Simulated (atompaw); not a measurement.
**Fe (Z = 26) PAW (atompaw): all-electron and pseudo phase curves**

atompaw 4.2.0.5 input, output lines left out:

```
Fe 26
GGA-PBESOL scalarrelativistic loggrid 1500 logderivrange -10 5 376
4 4 3 0 0 0
4 0 1
4 1 0
3 2 6
0 0 0
c
c
v
v
c
v
v
v
2
2.00 1.90 1.55 1.80
n
n
y
-0.8
n
custom rrkj gramschmidtortho sinc
bessel
1.15
2.00
1.00
2.00
2.00
2.00
```

The phase is arctan(r·u′/u) with u = r·R(r), unwrapped; energies in Ry, scanned from -10 to 5 Ry. A pole is an energy at which the radial function vanishes at the test radius. The pseudo phase is shifted by a multiple of π to meet the all-electron one at the reference energy, and phase errors are pseudo minus all-electron; the curves can meet again beyond the range given. Levels narrower than the energy grid can be missing from the lists of poles.

```tsv
channel	radius (bohr)	reference energy (Ry)	poles, all-electron	poles, pseudo	unbroken range about the reference energy with phases within 0.05 rad	phase error 1 Ry above the reference energy (rad)
s	2.01	-0.91	-7.46, 3.91	-7.46, 3.31	below 4.2	-0.013
p	2.01	-0.54	-4.92	-4.92, 4.45	below 4.9	-0.015
d	2.01	-1.17	-0.79	-0.79	below 2.0	+0.000
```

Phases in the d channel:

| E (Ry) | all-electron | pseudo |
| --- | --- | --- |
| -10.00 | 1.410 | 1.411 |
| -9.52 | 1.406 | 1.407 |
| -9.04 | 1.401 | 1.402 |
| -8.56 | 1.397 | 1.397 |
| -8.08 | 1.391 | 1.392 |
| -7.60 | 1.385 | 1.386 |
| -7.12 | 1.378 | 1.379 |
| -6.64 | 1.371 | 1.372 |
| -6.16 | 1.362 | 1.363 |
| -5.68 | 1.353 | 1.353 |
| -5.20 | 1.341 | 1.342 |
| -4.72 | 1.328 | 1.329 |
| -4.24 | 1.311 | 1.312 |
| -3.76 | 1.290 | 1.291 |
| -3.28 | 1.262 | 1.263 |
| -2.80 | 1.221 | 1.222 |
| -2.32 | 1.150 | 1.150 |
| -1.84 | 0.973 | 0.973 |
| -1.36 | -0.156 | -0.156 |
| -0.88 | -1.508 | -1.508 |
| -0.40 | -1.722 | -1.722 |
| 0.08 | -1.827 | -1.827 |
| 0.56 | -1.920 | -1.918 |
| 1.04 | -2.031 | -2.026 |
| 1.52 | -2.198 | -2.181 |
| 2.00 | -2.495 | -2.445 |
| 2.48 | -3.048 | -2.917 |
| 2.96 | -3.711 | -3.540 |
| 3.44 | -4.121 | -3.991 |
| 3.92 | -4.334 | -4.238 |
| 4.40 | -4.457 | -4.379 |
| 4.88 | -4.536 | -4.468 |
